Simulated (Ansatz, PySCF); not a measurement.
Breaking a bond: GaH, singlet.

Levels of theory: RMP2 = MP2 on RHF/aug-cc-pVTZ, cores with 3d frozen run with Ansatz (an electronic-structure program); RKS-PBE = Ansatz with restricted PBE/aug-cc-pVTZ; UKS-B3LYP/6-31G* = unrestricted B3LYP/6-31G*, spherical d (PySCF); RCCSDT(Q) = CCSDT(Q) on RHF/aug-cc-pVTZ, cores with 3d frozen (Ansatz).

Energies are in kJ/mol, each relative to the lowest point of its own curve near equilibrium.

| R / Å | RMP2 | RKS-PBE | UKS-B3LYP/6-31G* | RCCSDT(Q) |
|---|---|---|---|---|
| 1.27 | 146.3 | 142.1 | 151.4 | 148.7 |
| 1.35 | 83.0 | 81.8 | 87.9 | 85.3 |
| 1.42 | 46.2 | 46.5 | 50.5 | 48.1 |
| 1.51 | 17.3 | 18.3 | 20.4 | 18.7 |
| 1.58 | 5.4 | 6.4 | 7.4 | 6.3 |
| 1.62 | 1.9 | 2.5 | 3.1 | 2.4 |
| 1.68 | 0.0 | 0.0 | 0.0 | 0.0 |
| 1.73 | 1.1 | 0.3 | 0.0 | 0.6 |
| 1.79 | 4.9 | 3.0 | 2.6 | 3.7 |
| 1.85 | 10.8 | 7.7 | 7.3 | 8.9 |
| 1.95 | 24.3 | 18.8 | 18.7 | 21.0 |
| 2.07 | 44.3 | 35.7 | 36.5 | 39.2 |
| 2.28 | 84.1 | 70.0 | 73.0 | 75.3 |
| 2.53 | 132.9 | 112.4 | 118.9 | 118.8 |
| 2.77 | 177.4 | 150.6 | 161.1 | 157.0 |
| 2.98 | 213.1 | 180.8 | 192.7 | 186.2 |
| 3.34 | 266.5 | 224.6 | 228.4 | 225.9 |
| 3.66 | 305.9 | 255.6 | 248.0 | 250.1 |
| 4.14 | 352.2 | 290.0 | 265.4 | — |
| 4.53 | 380.0 | 309.6 | 273.4 | — |
| 4.94 | 401.1 | 324.4 | 278.1 | — |
| 5.97 | 424.0 | 344.9 | 281.5 | — |
| 6.68 | 421.1 | 351.7 | 281.7 | — |

At the longest distance, 6.68 Å, RMP2 lies highest above its minimum (421.1 kJ/mol) and UKS-B3LYP/6-31G* lowest (281.7 kJ/mol).

A dash means that the run gave no value there, or that the column was ended at a point which the program doubted or which failed a test of continuity chosen for this set; such a test can also cut sound points.

The restricted form behind RMP2, RKS-PBE keeps the bonding electrons paired and can't separate into open-shell fragments. The T1 diagnostic of CCSD on the restricted reference of RMP2, RCCSDT(Q) exceeds 0.045 at 2.98 to 6.68 Å. The unrestricted determinant behind UKS-B3LYP/6-31G* is spin-contaminated at 2.98 to 6.68 Å (<S²> up to 1.0, against 0.00 for a pure singlet).
